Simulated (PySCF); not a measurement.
**Os (osmium, neutral) across methods**

[Xe] 4f14 5d7 6s1, 6s spin antiparallel (an excited configuration). All numbers are calculated (PySCF 2.14, a scalar-relativistic core potential, in aug-cc-pVQZ-PP with ECP60MDF (7s7p6d4f3g2h, 135 functions)).

```csv
method,E (hartree),mean ε 5d α (eV),mean ε 6s β (eV),mean ε 5d β (eV),Σ⟨r²⟩ (bohr²),⟨S²⟩
MN15,-90.5905,-7.379,-6.532,-6.171,54.26,3.006
BHandHLYP,-90.6155,-7.919,-6.215,-6.555,54.03,3.007
PBE0,-90.7230,-6.729,-5.684,-5.445,54.06,3.008
UHF,-90.00106,-10.302,-6.602,-8.227,54.95,3.015
r2SCAN,-90.7668,-5.652,-5.238,-4.395,54.10,3.016
PBE,-90.7655,-5.387,-5.118,-4.281,54.48,3.007
M06-L,-90.7807,-5.432,-4.762,-4.182,53.88,3.009
LDA,-90.5616,-5.527,-5.436,-4.314,54.45,3.005
```

Energies and moments cover only the electrons outside the core potential. Spin-orbit coupling, absent here, splits the open shell strongly. With the s spin flipped the determinant is a mixture of two multiplicities, not a spectroscopic state.
